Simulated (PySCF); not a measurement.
Computed IR spectrum (relative IR intensity) of a molecule CH8BNO2Si. Geometry: PBE-D3(BJ)/def2-SVP. One conformer was computed; it need not be the lowest. Method: PySCF 2.14.0 with PBE-D3(BJ)/def2-SVP. Frequencies are harmonic and unscaled.

ν (cm⁻¹): 443 (w), 470 (m), 499 (m), 521 (m), 630 (w), 678 (w), 732 (w), 791 (m), 867 (w), 898 (s), 906 (m), 920 (s), 965 (m), 1009 (m), 1167 (vw), 1215 (w), 1373 (vs), 1381 (m), 1384 (m), 1447 (vs), 2115 (m), 2162 (m), 3522 (vw), 3724 (m), 3790 (w) (against the strongest line: vs over 80 %, s over 45 %, m over 15 %, w over 4 %, vw less)

**Question.** Which structure fits?
A. N[SiH2]CB(O)O
B. C[SiH2]NB(O)O
C. CN([SiH3])B(O)O

**Answer.** B, C[SiH2]NB(O)O
